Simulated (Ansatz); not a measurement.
## Li⁺ ··· C2H6

The pair of Li⁺ (SMILES [Li+], atom 1) and C2H6 (SMILES CC, atoms 2–9), both closed shells, in one local arrangement (a lower one may exist), relaxed at PBE0-D4/def2-TZVP:

```xyz
9
angstrom
Li -0.0063 0.0879 -1.8819
C -0.7208 0.2205 0.3365
C 0.7174 -0.2388 0.0883
H -0.7341 1.1268 0.9411
H -1.3371 0.4651 -0.5510
H -1.2838 -0.5506 0.8614
H 0.7980 -1.1934 -0.4575
H 1.2060 -0.4438 1.0400
H 1.3608 0.5262 -0.3768
```

Computed with Ansatz 0.2.0 (basis: def2-TZVPPD, with def2-QZVPPD for the basis limit); correlated methods freeze the cores. The outer core shell of Li, Na, Mg and K is correlated. B3LYP uses VWN-RPA correlation. Extrapolation: Hartree–Fock as exp(−7.88 √X), correlation as X^−2.97. Interaction energies count from these two fragments, frozen as in the pair, with the counterpoise correction; negative means bound.

Q: What is the interaction energy by CCSD(T) at an estimated basis limit (MP2 extrapolated from triple and quadruple zeta, plus CCSD(T) − MP2 in triple zeta)? (To be estimated.)

A: Computed: -73.9 kJ/mol. Hartree–Fock alone gives -68.3 kJ/mol at the basis limit. It counts from the two fragments frozen as in the pair.

The same quantity by other methods in triple zeta, and each one's difference from that estimate:
```tsv
method	E_int (kJ/mol)	difference
PBE-D4	-81.8	-7.9
revPBE-D4	-76.5	-2.6
BLYP-D4	-77.7	-3.8
r2SCAN-D4	-74.4	-0.5
B97M-V	-73.1	0.7
PBE0-D4	-81.4	-7.5
B3LYP-D4	-79.0	-5.2
HSE06-D4	-81.4	-7.5
wB97X-V	-77.0	-3.1
wB97M-V	-77.5	-3.7
B2PLYP	-76.3	-2.5
HF	-67.1	6.7
MP2	-70.7	3.2
CCSD	-70.1	3.7
CCSD(T)	-70.3	3.5
```
Differences are method less estimate.

Q: Which atoms make the shortest contact between the fragments?

A: Li1 and H5, 1.92 Å apart.

Energy to bend the free fragments (PBE0-D4 minima) into their shapes in the pair, CCSD(T)/def2-TZVPPD: C2H6 6.9 kJ/mol. This must be added to the interaction energy to get the binding energy from relaxed fragments.

Basis-set superposition shift (counterpoise-corrected less uncorrected): CCSD(T) 1.4; MP2 1.2; HF 0.1; PBE0-D4 0.1; wB97M-V 0.3 kJ/mol.

The T1 diagnostic stays at or below 0.008.

For scale, one of the runs: CCSD(T)/def2-TZVPPD, 198 basis functions, launched by `ansatz run in.yaml --threads 2 --pin off --events-out ev --progress --plain --max-ram 5222MiB`. Time: 14 s of wall clock on 2 CPU threads; the host was shared. Peak host memory: 2.6 GiB.
